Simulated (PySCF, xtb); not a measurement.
CH5AlF2O2Si, SMILES [OH][Al]([OH])[CH2][SiH](F)F.

GFN2-xTB in xtb at its own geometry gives an orbital gap of 5.34 eV and a dipole moment of 1.93 D.

Geometry optimised at B3LYP-D3(BJ)/def2-SVP. The structure was generated by enumeration; whether it is a known compound was not checked. The values are those of a single conformer.

Problem. What does r2SCAN/def2-TZVP (PySCF) give? (The exact figures need the calculation; the answer reports its results.)

Solution. gap 6.84 eV (levels -7.31 and -0.47 eV), dipole 1.22 D.
